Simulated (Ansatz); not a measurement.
`[OH][GaH][GaH2]` + H–F → `[F][GaH][GaH2]` + H₂O  (ligand exchange at a Ga–O bond)

Calculated with Ansatz (gas phase, PBE0-D4/def2-TZVP geometries, no zero-point term in ΔE). CCSD(T)/CBS is the MP2 limit (def2-TZVPP, def2-QZVPP) plus CCSD(T) − MP2 in def2-TZVPP, frozen cores. This one scheme is used for every species. DFT in def2-TZVPP. For Ga outer-core shells are correlated without core-valence functions, which leaves a few kJ/mol of doubt a bond. Scalar relativity is left out up to krypton. Each species was taken in one conformer, which may not be the lowest.

`[OH][GaH][GaH2]`:

Z-matrix (Å, degrees):
```
Ga
Ga 1 2.462
O 1 1.800 2 112.4
H 1 1.580 2 133.0 3 -179.9
H 2 1.575 1 121.5 3 -90.1
H 2 1.575 1 121.5 3 90.3
H 3 0.960 1 113.9 2 179.9
```

H–F:

Cartesian coordinates in Å:
```
F 0.086 0.434 -0.126
H -0.086 -0.434 0.126
```

`[F][GaH][GaH2]`:

Cartesian coordinates in Å:
```
F 0.507 1.022 2.125
Ga 0.732 -0.262 0.923
Ga -0.696 0.104 -1.057
H 1.786 -1.322 1.411
H -0.179 0.945 -2.281
H -2.151 -0.486 -1.122
```

H₂O:

Cartesian coordinates in Å:
```
O -0.265 -0.029 -0.283
H 0.320 -0.717 0.042
H -0.055 0.746 0.242
```

| level | ΔE (kcal/mol) | difference from CCSD(T)/CBS |
| --- | --- | --- |
| PBE-D4 | -7.8 | -1.2 |
| B97M-V | -9.0 | -2.4 |
| r2SCANh-D4 | -8.2 | -1.6 |
| revPBE | -8.7 | -2.1 |
| r2SCAN | -8.4 | -1.8 |
| r2SCAN0 | -8.2 | -1.6 |
| CAM-B3LYP | -9.0 | -2.4 |
| CCSD/def2-SVP | -8.6 | -2.0 |
| HF/CBS(def2) | -10.7 | -4.1 |
| MP2/CBS(def2) | -6.0 | 0.6 |
| CCSD(T)/CBS | -6.6 | 0 |

Largest T1 diagnostic among the species: 0.015.

At CCSD(T), def2-SVP lies −1.5 kcal/mol from the extrapolated value and def2-TZVPP −0.0 kcal/mol. Leaving LDA and LC-ωPBE aside and taking each functional with its dispersion term where it has one, the values, not all of them listed here, spread over 1.8 kcal/mol, from B97M-V to PBE-QIDH. LDA lies +1.7 kcal/mol from PBE without D4.
